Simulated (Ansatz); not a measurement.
C₂H₅Si (SMILES [CH2][Si]C), doublet, geometry from GFN2-xTB; PBE/STO-3G run with Ansatz (a first-principles code).

Here is a job for Ansatz.
Ansatz 0.2 input:
```yaml
crystal:
  periodic: [false, false, false]
  atoms:
    - {symbol: C, position_ang: [1.61953144, 0.05803377, -0.23682467]}
    - {symbol: Si, position_ang: [0.02757061, -0.31501688, 0.47248309]}
    - {symbol: C, position_ang: [-1.50296767, 0.33793466, -0.46954040]}
    - {symbol: H, position_ang: [2.49596000, -0.47529916, 0.10355807]}
    - {symbol: H, position_ang: [1.84054048, 1.09295016, -0.47418082]}
    - {symbol: H, position_ang: [-1.25694284, 1.27314064, -0.96834207]}
    - {symbol: H, position_ang: [-1.81688614, -0.37491229, -1.22837557]}
    - {symbol: H, position_ang: [-2.34804259, 0.51854633, 0.19076750]}
basis:
  gaussian:
    orbitals: STO-3G
hamiltonian:
  xc: pbe
magnetization: {spin_polarized: true, initial_magnetization: 1}
scf: {lower_state_search: off}
```

The log (banner, timings and long lists left out):

```
Functional definition: PBE
these checks for a lower state are left out or cut short: stability, starts, cluster_reference, orbital_swaps, neighbouring_geometries, increment
300 factors; integrals over basis functions are off by at most 4.1e-5 eV
mean field evaluation 1: about -9901.2799 eV, gradient 2.2e1 eV
mean field evaluation 2: about -9880.6615 eV, gradient 5.1e1 eV
mean field evaluation 4: about -9905.1476 eV, gradient 3.7e0 eV
mean field evaluation 8: about -9905.1691 eV, gradient 5.7e-2 eV
mean field evaluation 16: about -9905.1694 eV, gradient 1.8e-5 eV
mean field -9905.16940173 eV, -364.0082615488 hartree, gradient 2.7e-6 eV, S^2 0.762212; 0 other end points of the search recorded, 0 dependent functions left out
reference -9905.16942309 eV, -364.0082623336 hartree; 16, 15 occupied and 8, 9 virtual orbitals, 300 factors
Total energy: -9905.16942309 eV, -364.0082623336 hartree
Checks for a lower state left out: stability, starts, cluster_reference, orbital_swaps, neighbouring_geometries, increment
```
